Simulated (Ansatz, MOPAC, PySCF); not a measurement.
System: InF3, net charge 0, singlet state. SMILES: [In]([F])([F])[F]
Geometry from a B3LYP-D3(BJ)/def2-TZVP (Ansatz, an electronic-structure program) optimisation:
```
In
F 1 1.9318
F 1 1.9318 2 120.00
F 1 1.9318 2 120.00 3 -180.00
```

Unscaled harmonic wavenumbers (cm⁻¹) in rising order, each level at the stationary point that it reaches from this structure (no distance between atoms moves by over 0.3 Å); the order of modes can differ between levels, and a negative number is imaginary. B3LYP-D3(BJ)/def2-TZVP (PySCF, at the structure above): 121, 121, 140, 587, 621, 621.

PM3 (MOPAC): 127, 133, 133, 661, 738, 738. Zero-point energy 3.6 against 3.2 kcal/mol; where all levels lie over 400 cm⁻¹, the wavenumbers are on average 1.167 times those of B3LYP-D3(BJ)/def2-TZVP.

PM7 (MOPAC): 115, 135, 135, 553, 610, 610. Zero-point energy 3.1 against 3.2 kcal/mol; where all levels lie over 400 cm⁻¹, the wavenumbers are on average 0.969 times those of B3LYP-D3(BJ)/def2-TZVP.

HF/6-31G* with LANL2DZ past Ar (Ansatz): 188, 198, 198, 648, 681, 681. Zero-point energy 3.7 against 3.2 kcal/mol; where all levels lie over 400 cm⁻¹, the wavenumbers are on average 1.099 times those of B3LYP-D3(BJ)/def2-TZVP.

B3LYP/6-31G* with LANL2DZ past Ar (Ansatz): 167, 180, 181, 597, 630, 630. Zero-point energy 3.4 against 3.2 kcal/mol; where all levels lie over 400 cm⁻¹, the wavenumbers are on average 1.015 times those of B3LYP-D3(BJ)/def2-TZVP.
